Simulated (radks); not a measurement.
Results of a calculation; reference values are marked as such.
All-electron atom: Lu3+ in [Xe] 4f14. Code: a radial shooting solver on a logarithmic mesh with Libxc functionals. Model: scalar-relativistic Kohn-Sham, PBEsol, spin-polarised, spherical densities, finite nucleus; Fermi nuclear charge, rms radius 5.37 fm.

Normalised radial functions P(r) = r R(r), r in bohr:

```
   r/bohr * 4d, o 5s, + 4f (the largest magnitude, 1.44, reaches the edge; | marks zero, & curves that meet)
 0.001628                             & o
 0.002468                             & o
 0.003742                             &  o
 0.005672                             &  o
 0.008599                             &  o
  0.01303                             &  o
  0.01976                             +&
  0.02995                           o + *
   0.0454                        o    +    *
  0.06883                         o   |+        *
   0.1043                             | o+            *
   0.1582                             |      &      *
   0.2398                           * o             +
   0.3634      *           o          |                    +
   0.5509  *                         o|                     +
   0.8351               *             |               +o
    1.266                         *   |        +        o
    1.919                             *   +  o
    2.909                             *&
     4.41                             &
```

4d: eigenvalue -218.39 eV, 1 radial node at r = 0.231 bohr, <r> = 0.548 bohr, 90 % of the charge inside 0.824 bohr. 5s: eigenvalue -87.748 eV, 4 radial nodes at r = 0.0231, 0.0922, 0.240, 0.566 bohr, <r> = 1.17 bohr, 90 % of the charge inside 1.68 bohr. 4f: eigenvalue -36.260 eV, 0 radial nodes, <r> = 0.716 bohr, 90 % of the charge inside 1.23 bohr.
